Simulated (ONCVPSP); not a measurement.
Hf: one change to an ONCV potential, before and after

* Element: Hf
* Generator: ONCVPSP 4.0.1
* Type: optimised norm-conserving Vanderbilt (ONCV)
* Functional: PBE
* Relativity: scalar-relativistic
* Frozen core: [Kr] 4d10 4f14
* Valence charge: 12
* Reference configuration: 5s2 5p6 5d2 6s1 (charge +1)
* Partial waves: 5s+6s: rc 1.80 bohr, ncon 4, nbas 9, qcut 6.8 1/bohr, 2 projectors; 5p: rc 1.50 bohr, ncon 5, nbas 9, qcut 5 1/bohr, 1 projector; 5d: rc 2.35 bohr, ncon 3, nbas 8, qcut 5.8 1/bohr, 2 projectors, debl 0.4 Ha
* Local potential: polynomial inside 1.15 bohr (lpopt 5, dvloc0 0 Ha)
* Core correction: Teter function fitted to the true core (icmod 2), fcfact 0.5

Change: p: rc 1.36.

Cutoffs: the cutoffs (Ha) at which the residual kinetic energy of the hardest occupied pseudo-wave falls to 1 and 0.1 mHa per electron; they do not see the model core or the augmentation charge, which bear on the density cutoff. Errors are all-electron minus pseudo energies relative to the spin-unpolarised reference configuration.

How do hardness, ghosts and transferability respond?

The potential gets harder (95 Ha and 115 Ha → 121 Ha and 143 Ha); both files keep a bound ghost (d); of the 4 tests that both files solve, the error grows in 1 and shrinks in 1 by more than 15 % and 0.3 meV (median size 6.4 → 6.4 meV). A smaller radius makes the pseudo-wave follow the all-electron one further in, where it bends more sharply, so more plane waves are needed.

| quantity | base | changed |
| --- | --- | --- |
| cutoff, loose | 95 Ha | 121 Ha |
| cutoff, tight | 115 Ha | 143 Ha |
| loose cutoff by channel | s 17 Ha, p 95 Ha, d 11 Ha | s 17 Ha, p 121 Ha, d 11 Ha |
| bound ghosts | d | d |
| GHOST(+) flags under 300 eV | s at 72.3 eV | s at 72.3 eV |
| error for 5s2 5p6 5d2 6s2, meV [ΔE -7.98 eV] | +6.6 | +6.6 |
| error for 5s2 5p6 5d2 6s0, meV [ΔE 14.18 eV] | +6.3 | +6.3 |
| error for 5s2 5p6 5d1 6s0, meV [ΔE 35.97 eV] | -2.7 | -3.2 |
| error for 5s2 5p6 5d2 6s0 6p2, meV [ΔE -0.11 eV] | +108 | +86 |
| s: phases at 1.82 bohr within 0.05 rad from the reference energy up to (Ha; the scan ends near 5) | 2.4 | 2.4 |
| d: phases at 2.39 bohr within 0.05 rad from the reference energy up to (Ha; the scan ends near 5) | to the end of the scan | to the end of the scan |
| rms error of d²Exc/dni dnj with the model core, mHa | 0.65 | 0.68 |

 A true bound ghost makes a file unfit for plane-wave use even where its test errors are small: the radial tests pick states by their node count and pass the ghost by.
